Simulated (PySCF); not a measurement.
Ga(H)(Me)(OMe) (C2H7GaO), SMILES C[O][GaH][CH3].

Geometry: r2SCAN-D4/def2-SVP. The structure was generated by enumeration; whether it is a known compound was not checked. The values are those of a single conformer.

Method: TDDFT-PBE/def2-SVPD (PySCF).

Vertical excitations.  State labels are in the subgroup Cs.

Computed excitation energies, oscillator strengths and character:
| state | symmetry | energy (eV) | λ (nm) | f | main pairs |
|---|---|---|---|---|---|
| S1 | A" | 4.90 | 253 | 0.002 | HOMO−1→LUMO 100 % |
| S2 | A' | 5.17 | 240 | 0.071 | HOMO→LUMO 95 % |
| S3 | A" | 5.65 | 219 | 0.000 | HOMO−2→LUMO 100 % |
| S4 | A" | 5.80 | 214 | 0.011 | HOMO→LUMO+1 99 % |
| S5 | A' | 6.03 | 206 | 0.015 | HOMO−1→LUMO+1 94 % |
| S6 | A" | 6.45 | 192 | 0.000 | HOMO→LUMO+2 98 % |
| S7 | A" | 6.62 | 187 | 0.003 | HOMO→LUMO+3 97 % |
| S8 | A' | 6.65 | 186 | 0.022 | HOMO−1→LUMO+2 96 % |
| S9 | A' | 6.89 | 180 | 0.083 | HOMO−2→LUMO+1 72 %, HOMO−1→LUMO+3 16 % |
| S10 | A' | 6.97 | 178 | 0.127 | HOMO−1→LUMO+3 74 %, HOMO−2→LUMO+1 15 % |
| T1 | A' | 4.37 | 284 | 0 | HOMO→LUMO 100 % |
| T2 | A" | 4.69 | 265 | 0 | HOMO−1→LUMO 99 % |
| T3 | A" | 5.33 | 232 | 0 | HOMO−2→LUMO 99 % |
| T4 | A" | 5.62 | 221 | 0 | HOMO→LUMO+1 98 % |
Triplets are in the Tamm–Dancoff approximation, which puts them higher than full response would, so one can lie above its singlet here.
